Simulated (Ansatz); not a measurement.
Ansatz (a quantum-chemistry and plane-wave program) input (CCSD(T)/STO-3G):

Ansatz 0.2 input:
```yaml
crystal:
  periodic: [false, false, false]
  atoms:
    - {symbol: Ga, position_ang: [1.26005344, 0.41450614, 0.33433270]}
    - {symbol: I, position_ang: [-0.56240755, 1.59728327, -1.49759632]}
    - {symbol: I, position_ang: [-0.17460484, -1.83973025, 1.30204323]}
basis:
  gaussian:
    orbitals: STO-3G
total_charge: -1
magnetization: {spin_polarized: false}
correlation: {method: ccsd_t, electrons: outside_noble_gas}
```

Output:

```
Functional definition: HF
integrals: 0.05 GiB planned
731 factors; integrals over basis functions are off by at most 2.4e-5 eV
mean field: 0.68 GiB planned
mean field evaluation 1: about -424558.0000 eV, gradient 8.9e0 eV
mean field evaluation 2: about -424558.0066 eV, gradient 8.9e0 eV
mean field evaluation 4: about -424559.0161 eV, gradient 2.3e0 eV
mean field evaluation 8: about -424559.1960 eV, gradient 3.0e-1 eV
mean field evaluation 16: about -424559.4748 eV, gradient 2.4e0 eV
mean field evaluation 32: about -424559.6251 eV, gradient 2.8e-6 eV
mean field evaluation 64: about -424559.1991 eV, gradient 7.9e-6 eV
mean field evaluation 96: about -424559.5860 eV, gradient 3.8e-2 eV
mean field evaluation 128: about -424559.5917 eV, gradient 3.1e-1 eV
mean field evaluation 160: about -424559.5495 eV, gradient 1.4e0 eV
mean field evaluation 192: about -424558.8435 eV, gradient 9.2e0 eV
mean field evaluation 224: about -424559.5891 eV, gradient 6.4e-1 eV
mean field evaluation 256: about -424559.4427 eV, gradient 4.1e0 eV
mean field evaluation 288: about -424559.4819 eV, gradient 3.6e0 eV
mean field evaluation 320: about -424559.6128 eV, gradient 1.7e-1 eV
mean field evaluation 352: about -424559.5362 eV, gradient 2.6e0 eV
mean field evaluation 384: about -424558.2800 eV, gradient 1.2e1 eV
mean field evaluation 416: about -424539.0869 eV, gradient 2.5e1 eV
mean field evaluation 448: about -424553.8545 eV, gradient 1.3e1 eV
mean field -424559.62512238 eV, -15602.2784463976 hartree, gradient 2.8e-6 eV, S^2 0.000000; 21 other end points of the search recorded, 0 dependent functions left out; unrestricted orbitals would lower it
mean field evaluation 480: about -424563.9210 eV, gradient 1.8e0 eV
mean field evaluation 512: about -424559.5800 eV, gradient 1.0e-1 eV
determinant -424559.62512238 eV, -15602.2784463976 hartree, with singles and doubles -424560.54020490 eV, -15602.3120750599 hartree
determinant -424559.58596150 eV, -15602.2770072620 hartree, with singles and doubles -424560.49822667 eV, -15602.3105323887 hartree
determinant -424559.57935915 eV, -15602.2767646301 hartree, with singles and doubles -424560.49036486 eV, -15602.3102434723 hartree
determinant -424559.56945828 eV, -15602.2764007797 hartree, with singles and doubles -424560.48549270 eV, -15602.3100644237 hartree
determinant -424559.19911763 eV, -15602.2627910117 hartree, with singles and doubles -424560.15465222 eV, -15602.2979062602 hartree
determinant -424559.62512238 eV, -15602.2784463976 hartree, with singles and doubles -424560.54025343 eV, -15602.3120768433 hartree
determinant -424559.58596150 eV, -15602.2770072620 hartree, with singles and doubles -424560.49827697 eV, -15602.3105342369 hartree
determinant -424559.57935915 eV, -15602.2767646301 hartree, with singles and doubles -424560.49041506 eV, -15602.3102453170 hartree
determinant -424559.56945828 eV, -15602.2764007797 hartree, with singles and doubles -424560.48554224 eV, -15602.3100662442 hartree
determinant -424559.19911763 eV, -15602.2627910117 hartree, with singles and doubles -424560.15467048 eV, -15602.2979069315 hartree
mean field evaluation 544: about -424559.6251 eV, gradient 2.2e-6 eV
unrestricted determinant -424564.05331101 eV, -15602.4411793284 hartree, S^2 1.0083
60 core orbitals not correlated, not the lowest: weight in the atoms' cores, before any rotation towards them, 0.542 or more for the frozen orbitals, at most 0.221 for the correlated occupied ones
reference -424559.62512238 eV, -15602.2784463976 hartree; 9, 9 occupied and 3, 3 virtual orbitals, 731 factors
second order -0.63062382 eV of doubles, -0.00000000 eV of singles
coupled cluster: 0.05 GiB planned
cycle   1  -0.91513314 eV  change   -2.1e-6 eV  update   1.6e-6
perturbative correction -0.01912425 eV, -0.0007028031 hartree
WARN: the method's energy lies above the unrestricted determinant's, so it is not that of the lowest state
Total energy: -424560.55937977 eV, -15602.3127797234 hartree
```

The program attaches cautions to this result: above unrestricted.
